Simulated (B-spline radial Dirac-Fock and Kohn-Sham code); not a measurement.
**Kohn-Sham estimates against Dirac-Fock for the levels of Sb⁴⁵⁺**

System: antimony as Sb⁴⁵⁺ in the configuration 1s2 2s2 2p2.

The density-functional columns are spherical, spin-unpolarised Dirac-Kohn-Sham results without Breit or QED terms: −ε is minus the orbital energy of the initial state and ΔSCF the difference of two total energies. The reference in the last column comes from multi-electron Dirac-Fock with separately optimised hole states, Breit and Lamb-shift corrections added in first order. All numbers are from a radial B-spline solver, in eV; a selection of levels is shown. The Kohn-Sham columns are given as differences from the reference. For the 1s level of heavy atoms much of the gap between ΔSCF and the reference is the Breit and QED part, -93.2 eV here; for other levels the error of the functional can be larger.

```tsv
level	LDA −ε − DF	LDA ΔSCF − DF	Dirac-Fock
1s	-296.7	+102.2	34482.1
2s	-86.6	+11.4	8046.5
2p	-113.6	+0.8	7715.8
```

Values without a named source are computed, but for edge energies of neutral atoms, which are taken from tables.
